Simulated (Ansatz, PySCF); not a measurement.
Process, species as SMILES: CC[Si](Br)(Br)Br [tribromo(ethyl)silane] + 5 [H][H] (H2) → 3 Br (HBr) + 2 C (CH4) + [SiH4] (SiH4)
Each molecule is optimised on its own at B3LYP-D3(BJ)/def2-TZVP (Ansatz, a program for electronic structure), one conformer each, not searched for the lowest.
Geometry of the first species:
```xyz
11

C     -3.0830     0.1164     0.2481
C     -1.9666    -0.9201     0.0935
Si    -0.2525    -0.2034     0.0064
Br    -0.0748     1.1731    -1.7333
Br     0.2056     0.9389     1.8608
Br     1.2409    -1.8357    -0.2165
H     -3.0966     0.8120    -0.5915
H     -2.9598     0.6977     1.1624
H     -4.0560    -0.3750     0.2920
H     -1.9648    -1.6253     0.9295
H     -2.1010    -1.5115    -0.8167
```

Quantity: energy of full hydrogenation (enthalpy at 298 K, with B3LYP-D3(BJ) rigid-rotor harmonic-oscillator terms from PySCF), in kcal/mol. Correlated levels leave the core frozen unless marked. Spin-orbit coupling is left out. The frozen core is the preceding noble-gas configuration, with the filled d and f shells of earlier blocks. Non-relativistic. Basis-set limits of correlation are two-point, X^-3; Hartree-Fock from the larger set.

```
level                                        program  energy of full hydrogenation (kcal/mol)
------------------------------------  --------------  ---------------------------------------
revPBE-D4/def2-TZVPD                  Ansatz + dftd4                               (withheld)
BHLYP-D3(BJ)/def2-TZVPD               Ansatz + dftd3                                     35.0
CAM-B3LYP-D3(BJ)/def2-TZVPD           Ansatz + dftd3                                     31.7
CCSD(T)/CBS(def2-TZVPPD,def2-QZVPPD)          Ansatz                               (withheld)
```

Q: Complete the blanks.

A: 
- revPBE-D4/def2-TZVPD, energy of full hydrogenation (kcal/mol): 46.5
- CCSD(T)/CBS(def2-TZVPPD,def2-QZVPPD), energy of full hydrogenation (kcal/mol): 40.0
